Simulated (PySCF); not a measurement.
```xyz
3
charge 0 multiplicity 5, angstrom
Mo    0.0000    0.0000   -0.0202
H     1.3811    0.0000    0.9810
H    -1.3811    0.0000    0.9810
```

Computed with UPBE0 in PySCF with Mo def2-TZVP with ECP28, H def2-TZVP; scalar-relativistic core potentials, no spin–orbit coupling; density-fitted integrals.

This geometry of MoH₂ is a stationary point at this level.

(1) What is the point group?

(2) Is it a minimum?

(3) Which band is strongest in the infrared?

(4) Give the atomic charges and bond orders.

(5) What is the atomisation energy, with and without zero-point energy?

## Answers

(1) C2v.

(2) Yes: all harmonic wavenumbers are real.

(3) 1823 cm⁻¹ (b2), 332 km/mol.

(4) 
```
atom  Mulliken  Löwdin  polar tensor  spin (Mulliken)  Mayer order to Mo1
 Mo1      0.26    0.18          0.73             4.35                   –
H2,3     -0.13   -0.09         -0.36            -0.18                0.96
```

(5) 465 kJ/mol without, 439 kJ/mol with.

This need not be the most stable arrangement of these atoms. Open d and f shells are described by one determinant, and the ground state may have another occupation or spin.
